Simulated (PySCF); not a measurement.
**Correlation energy of Zr (zirconium, neutral)**

[Kr] 4d4, high-spin 5D determinant (an excited configuration). Calculation: PySCF 2.14, in aug-cc-pVDZ-PP with ECP28MDF (5s5p4d2f, 54 functions); scalar relativity through the core potential. Frozen: 4s2 4p6; 4 electrons correlated.

```csv
level,correlation energy (mhartree)
CCSD,-41.46
(T),-1.45
CCSD(T),-42.91
```

Diagnostics: T1 = 0.020, D1 = 0.0294, largest double amplitude 0.039.

Q: Is a single reference adequate?

A: Yes, within this model without spin-orbit coupling: T1 lies below 0.03 and no double amplitude reaches 0.07.
